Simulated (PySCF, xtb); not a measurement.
C₂H₃O, SMILES [CH2]C=O, multiplicity 2.

Harmonic wavenumbers (cm⁻¹) from xtb with GFN2-xTB at its own minimum, in rising order: 233, 421, 491, 884, 972, 1167, 1348, 1399, 1556, 2798, 3103, 3160.

Question: What does PBE-D3(BJ)/def2-TZVP (PySCF 2.14.0) give at its own minimum? (An estimate is asked for; the answer gives what the named calculation found.)

Answer: 404, 489, 717, 939, 948, 1137, 1350, 1423, 1529, 2840, 3073, 3188. Paired by order, the mean absolute difference is 60 cm⁻¹ and the zero-point energies are 25.1 and 25.8 kcal/mol.
